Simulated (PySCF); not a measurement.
## Magnetisability: `C=C(C)OCC(N)=O`, C$_{5}$H$_{9}$NO$_{2}$

Geometry:
| atom | x (Å) | y (Å) | z (Å) |
| --- | --- | --- | --- |
| C1 | -1.923 | -0.587 | -0.866 |
| C2 | -1.242 | 0.264 | -0.112 |
| C3 | -1.845 | 1.480 | 0.528 |
| O4 | 0.089 | 0.175 | 0.202 |
| C5 | 0.822 | -0.910 | -0.314 |
| C6 | 2.281 | -0.842 | 0.140 |
| N7 | 2.568 | 0.212 | 0.922 |
| O8 | 3.087 | -1.680 | -0.192 |
| H9 | -2.967 | -0.423 | -1.051 |
| H10 | -1.489 | -1.457 | -1.322 |
| H11 | -1.728 | 1.426 | 1.609 |
| H12 | -1.331 | 2.375 | 0.180 |
| H13 | -2.899 | 1.554 | 0.283 |
| H14 | 0.406 | -1.867 | 0.028 |
| H15 | 0.810 | -0.910 | -1.412 |
| H16 | 1.849 | 0.871 | 1.161 |
| H17 | 3.505 | 0.332 | 1.266 |

The calculation used GIAO KT1/MINI magnetisability, rotational g tensor and spin-rotation constants, non-relativistic, gas phase (PySCF 2.14.0). Geometry: GFN2-xTB.

Problem. How diamagnetic is it, and how anisotropic?

Solution. Isotropic -1292 × 10⁻³⁰ J/T², or -77.8 × 10⁻⁶ cm³/mol; principal values -1429, -1262, -1184 × 10⁻³⁰ J/T², anisotropy 217 × 10⁻³⁰ J/T² (root of half the summed squared differences of the principal values). The susceptibility is in cgs units.

Problem. Split it along the inertial axes a, b, c into diamagnetic and paramagnetic parts about the centre of mass, with the quadrupole moment.

Solution. 
| axis | χ (10⁻⁶ cm³/mol) | diamagnetic (10⁻⁶ cm³/mol) | paramagnetic (10⁻⁶ cm³/mol) | summed x² of all electrons (Å²) | quadrupole Θ (D Å) |
| --- | --- | --- | --- | --- | --- |
| a | -71.5 | -367.7 | 296.2 | 272.7 | -5.67 |
| b | -75.8 | -1219.6 | 1143.8 | 71.9 | +7.22 |
| c | -86.1 | -1461.6 | 1375.6 | 14.8 | -1.54 |

Anisotropies 2χaa − χbb − χcc = +18.8 and 2χbb − χaa − χcc = +6.0 × 10⁻⁶ cm³/mol. Θ is traceless in Buckingham's convention.

Problem. And the rotational g tensor?

Solution. 
```
axis  rotational constant (GHz)        g  nuclear part  electronic part
   a                     4.9342  -0.0521        0.6345          -0.6866
   b                     1.0649  -0.0129        0.5593          -0.5722
   c                     0.8855  -0.0043        0.5679          -0.5723
```
Asymmetric top; isotopes 12C, 1H, 14N, 16O; no vibrational averaging.
